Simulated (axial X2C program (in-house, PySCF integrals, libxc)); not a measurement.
## Correcting the dissociation energy of CaO for spin–orbit coupling

A spin-free PBE0 curve (one-electron X2C) was computed with an in-house all-electron X2C program for linear molecules (integrals from PySCF), basis Ca dyall-cv3z [11s12p6d4f], O dyall-av3z [7s6p3d2f] (cores contracted in-house), for the state M_S = 0, Λ = 0 (closed shell). It gives D0 = 4.222 eV to Ca + O, which in a spin-free picture are the weighted means of the ground terms.

Measured levels of the ground terms (NIST Handbook of Basic Atomic Spectroscopic Data), in cm⁻¹: Ca 1S: J = 0 at 0; O 3P: J = 2 at 0, J = 1 at 158.3, J = 0 at 227.

The molecular state has Λ = 0, so it has no first-order lowering.

Question: How far does each ground level lie under the (2J+1)-weighted mean of its term?

Answer: Ca: a single level, 0; O: (5 × 0 + 3 × 158.3 + 1 × 227)/9 = 78 cm⁻¹.

Question: Correct D0.

Answer: D0 = 4.222 + (0 − 78)/8065.5 = 4.212 eV at PBE0 with these spin–orbit terms.

Second-order spin–orbit effects in the molecule, which grow quickly with Z, are left out. The state is a single determinant with fixed occupations, the lowest that a limited PBE0 search found. De is counted from the lowest determinant-based energies of the atoms at the same level, without counterpoise correction.
